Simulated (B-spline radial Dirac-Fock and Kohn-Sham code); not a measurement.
## Kohn-Sham estimates against Dirac-Fock for the levels of Au³⁶⁺

System: gold as Au³⁶⁺ in the configuration [Kr] 4d7.

The density-functional columns are spherical, spin-unpolarised Dirac-Kohn-Sham results without Breit or QED terms: −ε is minus the orbital energy of the initial state and ΔSCF the difference of two total energies. The reference in the last column comes from Dirac-Fock ΔSCF + Breit + QED. All numbers are from an atomic code on a B-spline grid, in eV; a selection of levels is shown. For the 1s level of heavy atoms much of the gap between ΔSCF and the reference is the Breit and QED part, -436.4 eV here; for other levels the error of the functional can be larger.

```
level   LDA −ε  LDA ΔSCF  Dirac-Fock
    K  82039.2   82674.4     82250.3
   L1  15703.4   15842.9     15899.1
   L2  15128.1   15300.8     15270.7
   L3  13295.3   13444.4     13456.8
   M1   4833.1    4890.0      4945.9
   M2   4576.1    4636.1      4669.0
   M3   4165.3    4220.8      4256.6
   M5   3651.0    3712.9      3719.4
   N1   2056.9    2086.8      2109.3
   N2   1945.7    1975.8      1985.0
   N3   1822.9    1851.3      1862.6
 N4,5   1627.2    1656.0      1653.8
```

Values without a named source are computed, but for edge energies of neutral atoms, which are taken from tables.
